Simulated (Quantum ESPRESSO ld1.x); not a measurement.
The mean radii <r> (bohr) of the occupied orbitals of an atom or ion are listed with their occupations. Method: Dirac Kohn-Sham, PBE, spin-unpolarised, spherical densities, point nucleus; computed with ld1.x of Quantum ESPRESSO 7.5.

| orbital | occ. | <r> |
|---|---|---|
| 1s1/2 | 2 | 0.02318 |
| 2s1/2 | 2 | 0.09846 |
| 2p1/2 | 2 | 0.08245 |
| 2p3/2 | 4 | 0.08897 |
| 3s1/2 | 2 | 0.2600 |
| 3p1/2 | 2 | 0.2497 |
| 3p3/2 | 4 | 0.2622 |
| 3d3/2 | 4 | 0.2338 |
| 3d5/2 | 6 | 0.2377 |
| 4s1/2 | 2 | 0.5839 |
| 4p1/2 | 2 | 0.5960 |
| 4p3/2 | 4 | 0.6217 |
| 4d3/2 | 4 | 0.6514 |
| 4d5/2 | 6 | 0.6597 |
| 5s1/2 | 2 | 1.202 |
| 4f5/2 | 0.428571 | 0.7248 |
| 4f7/2 | 0.571429 | 0.7285 |

Name the element and its charge. Open shells, if any, are shared by 2j + 1.

Answer. Z = 61, promethium, charge +12: Pm12+ in [Kr] 4d10 4f1 5s2. The 1s radius gives Z: for a bare nucleus <r> = (2 gamma + 1)/(2Z) with gamma = sqrt(1 - (Z/c)^2), 0.02288 bohr for Z = 61, and screening makes it slightly larger (0.02318 here). The occupations add up to 49, and the charge is Z minus that.
